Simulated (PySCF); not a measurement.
BI$_{2}$ (SMILES I[B]I), doublet, at a GFN2-xTB geometry (core potentials on I); DF-PBE0/def2-SV(P) run with PySCF.

Input for PySCF:
```python
from pyscf import gto, scf, dft

mol = gto.M(
    atom='''
I    -1.861380   -0.099491    0.055669
B    -0.027023    0.880628    0.012459
I     1.863929    0.016413   -0.056844
''',
    basis='def2-sv(p)',
    ecp={'I': 'def2-sv(p)'},
    charge=0,
    spin=1,
    verbose=4,
)

mf = dft.UKS(mol)
mf.xc = 'pbe0'
mf = mf.density_fit(auxbasis='def2-universal-jkfit')
mf.kernel()
mf.analyze()
```

Task: Write the output that PySCF gives for this input, abridged.

Result: 
```
PySCF version 2.14.0

[INPUT] verbose = 4
[INPUT] num. atoms = 3
[INPUT] num. electrons = 55
[INPUT] charge = 0
[INPUT] spin (= nelec alpha-beta = 2S) = 1
[INPUT] symmetry False subgroup None
[INPUT] Mole.unit = angstrom
[INPUT] Symbol           X                Y                Z      unit          X                Y                Z       unit  Magmom
[...]
nuclear repulsion = 152.293330259967
number of shells = 26
number of NR pGTOs = 146
number of NR cGTOs = 66
basis = def2-sv(p)
ecp = {'I': 'def2-sv(p)'}

******** <class 'pyscf.df.df_jk.DFUKS'> ********
method = DFUKS
initial guess = minao
damping factor = 0
level_shift factor = 0
DIIS = <class 'pyscf.scf.diis.CDIIS'>
diis_start_cycle = 1
diis_space = 8
diis_damp = 0
SCF conv_tol = 1e-09
SCF conv_tol_grad = None
SCF max_cycles = 50
direct_scf = False
number electrons alpha = 28  beta = 27
XC library pyscf.dft.libxc version 7.1.2
    S. Lehtola, C. Steigemann, M. J. T. Oliveira, and M. A. L. Marques,  SoftwareX 7, 1–5 (2018)
XC functionals = pbe0
    C. Adamo and V. Barone,  J. Chem. Phys. 110, 6158 (1999)
    M. Ernzerhof and G. E. Scuseria,  J. Chem. Phys. 110, 5029 (1999)
radial grids:
    Treutler-Ahlrichs [JCP 102, 346 (1995); DOI:10.1063/1.469408] (M4) radial grids

becke partition: Becke, JCP 88, 2547 (1988); DOI:10.1063/1.454033
pruning grids: <function nwchem_prune>
grids dens level: 3
symmetrized grids: False
atomic radii adjust function: <function treutler_atomic_radii_adjust>
small_rho_cutoff = 0
Set gradient conv threshold to 3.16228e-05
tot grids = 57968
******** <class 'pyscf.df.df.DF'> ********
auxbasis = def2-universal-jkfit
init E= -557.596334633183

cycle= 1 E= -617.327068334975  delta_E= -59.7  |g|= 2.84  |ddm|= 8.57
cycle= 2 E= -616.087688056349  delta_E= 1.24  |g|= 2.74  |ddm|= 7.91
cycle= 3 E= -619.31953934724  delta_E= -3.23  |g|= 0.917  |ddm|= 6.27
cycle= 4 E= -619.949212458688  delta_E= -0.63  |g|= 0.589  |ddm|= 5.03
cycle= 5 E= -620.190302441252  delta_E= -0.241  |g|= 0.0877  |ddm|= 0.609
cycle= 6 E= -620.19731747664  delta_E= -0.00702  |g|= 0.0243  |ddm|= 0.214
cycle= 7 E= -620.197797838723  delta_E= -0.00048  |g|= 0.00798  |ddm|= 0.0538
cycle= 8 E= -620.197871183711  delta_E= -7.33e-05  |g|= 0.00233  |ddm|= 0.0269
cycle= 9 E= -620.197879746689  delta_E= -8.56e-06  |g|= 0.000316  |ddm|= 0.0114
cycle= 10 E= -620.197879899943  delta_E= -1.53e-07  |g|= 8.84e-05  |ddm|= 0.00104
cycle= 11 E= -620.197879914477  delta_E= -1.45e-08  |g|= 2.03e-05  |ddm|= 0.000363
cycle= 12 E= -620.197879915377  delta_E= -9e-10  |g|= 4.23e-06  |ddm|= 0.000106
Extra cycle  E= -620.19787991539  delta_E= -1.32e-11  |g|= 5.1e-06  |ddm|= 2.2e-05
converged SCF energy = -620.19787991539  <S^2> = 0.75505084  2S+1 = 2.0050445
**** SCF Summaries ****
Total Energy =                        -620.197879915390331
Nuclear Repulsion Energy =             152.293330259966808
One-electron Energy =                -1372.017135575314569
Two-electron Energy =                  599.525925399957373
Two-electron Coulomb Energy =          648.012904950502161
DFT Exchange-Correlation Energy =      -48.486979550544774
**** MO energy ****
                             alpha | beta                alpha | beta
[...]
spin_pop of  0 I 4s       -0.00000
spin_pop of  0 I 5s       -0.00045
spin_pop of  0 I 6s        0.00545
spin_pop of  0 I 7s        0.00214
spin_pop of  0 I 4px       0.00003
spin_pop of  0 I 4py      -0.00015
spin_pop of  0 I 4pz       0.00075
spin_pop of  0 I 5px      -0.00116
spin_pop of  0 I 5py      -0.00003
spin_pop of  0 I 5pz       0.00027
spin_pop of  0 I 6px      -0.00053
spin_pop of  0 I 6py      -0.00766
spin_pop of  0 I 6pz       0.13991
spin_pop of  0 I 7px      -0.01937
spin_pop of  0 I 7py       0.00256
spin_pop of  0 I 7pz       0.00021
spin_pop of  0 I 4dxy     -0.00016
spin_pop of  0 I 4dyz      0.00007
spin_pop of  0 I 4dz^2     0.00016
spin_pop of  0 I 4dxz      0.00135
spin_pop of  0 I 4dx2-y2    0.00004
spin_pop of  0 I 5dxy      0.00023
spin_pop of  0 I 5dyz      0.00052
spin_pop of  0 I 5dz^2     0.00003
spin_pop of  0 I 5dxz      0.00020
spin_pop of  0 I 5dx2-y2    0.00394
spin_pop of  1 B 1s        0.00007
spin_pop of  1 B 2s        0.18628
spin_pop of  1 B 3s       -0.00081
spin_pop of  1 B 2px       0.00859
spin_pop of  1 B 2py       0.51167
spin_pop of  1 B 2pz       0.04463
spin_pop of  1 B 3px      -0.00029
spin_pop of  1 B 3py      -0.00544
spin_pop of  1 B 3pz      -0.00203
spin_pop of  1 B 3dxy     -0.00228
spin_pop of  1 B 3dyz     -0.00120
spin_pop of  1 B 3dz^2     0.00266
spin_pop of  1 B 3dxz      0.00027
spin_pop of  1 B 3dx2-y2    0.00162
spin_pop of  2 I 4s       -0.00000
spin_pop of  2 I 5s       -0.00045
spin_pop of  2 I 6s        0.00545
spin_pop of  2 I 7s        0.00213
spin_pop of  2 I 4px       0.00003
spin_pop of  2 I 4py      -0.00013
spin_pop of  2 I 4pz       0.00073
spin_pop of  2 I 5px      -0.00115
spin_pop of  2 I 5py      -0.00003
spin_pop of  2 I 5pz       0.00028
spin_pop of  2 I 6px      -0.00052
spin_pop of  2 I 6py      -0.00375
spin_pop of  2 I 6pz       0.13594
spin_pop of  2 I 7px      -0.01932
spin_pop of  2 I 7py       0.00254
spin_pop of  2 I 7pz       0.00022
spin_pop of  2 I 4dxy     -0.00016
spin_pop of  2 I 4dyz      0.00007
spin_pop of  2 I 4dz^2     0.00016
spin_pop of  2 I 4dxz      0.00087
spin_pop of  2 I 4dx2-y2    0.00004
spin_pop of  2 I 5dxy      0.00022
spin_pop of  2 I 5dyz      0.00052
spin_pop of  2 I 5dz^2     0.00004
spin_pop of  2 I 5dxz      0.00010
spin_pop of  2 I 5dx2-y2    0.00412
In total            28.00000 | 27.00000
Dipole moment(X, Y, Z, Debye):  0.02382, -0.77631, -0.01098
```
